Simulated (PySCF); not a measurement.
Species: C₄H₁₂Si.
Atom-mapped SMILES: `[CH3:1][CH2:2][CH2:3][SiH2:4][CH3:5]` (hydrogens: H6, H7, H8 on C1; H9, H10 on C2; H11, H12 on C3; H13, H14 on Si4; H15, H16, H17 on C5)

All values: PBE0/pcSseg-1 and wB97X-D/def2-SVPD (PySCF, non-relativistic), on one gas-phase PBE0-D3(BJ)/def2-SVP geometry that isn't relaxed in the solvent. The solvent is an IEF-PCM continuum (van der Waals radii × 1.2). Specific hydrogen bonds and non-electrostatic terms are outside this model.

Gas phase at PBE0/pcSseg-1: HOMO -8.30 eV, LUMO 1.23 eV, dipole 0.77 D.

Problem. What does the continuum do to the energy, the frontier levels and the dipole at PBE0/pcSseg-1 in cyclohexane and methanol?

Solution. 
```tsv
solvent	ε	E(solvent) − E(gas) (kcal/mol)	polarisation term (kcal/mol)	distortion of the solute (kcal/mol)	HOMO (eV)	LUMO (eV)	dipole (D)
cyclohexane	2.017	-0.40	-0.42	0.02	-8.23	1.32	0.86
methanol	32.61	-1.01	-1.11	0.10	-8.17	1.40	1.01
```

The polarisation term is half the interaction of the solute with the surface charges that it induces; the rest is the cost of distorting the solute's density. The sum is the electrostatic part of solvation alone. From cyclohexane to methanol the lowering changes by a factor 2.52, Onsager's factor (ε − 1)/(2ε + 1) by 2.36 and ε itself by 16.2.

Gas phase at wB97X-D/def2-SVPD: HOMO -10.12 eV, LUMO 2.25 eV, dipole 0.79 D.

Problem. What does the continuum do to the energy, the frontier levels and the dipole at wB97X-D/def2-SVPD in cyclohexane and methanol?

Solution. 
| solvent | ε | E(solvent) − E(gas) (kcal/mol) | polarisation term (kcal/mol) | distortion of the solute (kcal/mol) | HOMO (eV) | LUMO (eV) | dipole (D) |
| --- | --- | --- | --- | --- | --- | --- | --- |
| cyclohexane | 2.017 | -0.41 | -0.43 | 0.02 | -10.05 | 2.32 | 0.89 |
| methanol | 32.61 | -1.05 | -1.17 | 0.12 | -9.99 | 2.38 | 1.06 |

Problem. How does the static polarisability (wB97X-D/def2-SVPD, frozen core, with the continuum's full static response) change?

Solution. 
| medium | isotropic (au) | principal values (au) | ⟨r²⟩ of the electrons (bohr²) |
| --- | --- | --- | --- |
| gas | 78.5 | 70.2, 75.4, 89.7 | 868.1 |
| cyclohexane | 87.8 | 79.6, 85.1, 98.5 | 868.2 |
| methanol | 105.5 | 100.1, 104.7, 111.9 | 868.4 |

The isotropic value in methanol is 1.35 times the gas-phase one; no cavity-field correction is applied. ⟨r²⟩ is taken about the centre of nuclear charge.

Shape of the structure used: `[CH3:1][CH2:2][CH2:3][SiH2:4][CH3:5]`: C1–C2–C3–Si4 179°, C2–C3–Si4–C5 -61°.

wB97X-D is run here without its empirical dispersion term; that term would change no orbital, density or response property at a fixed geometry.
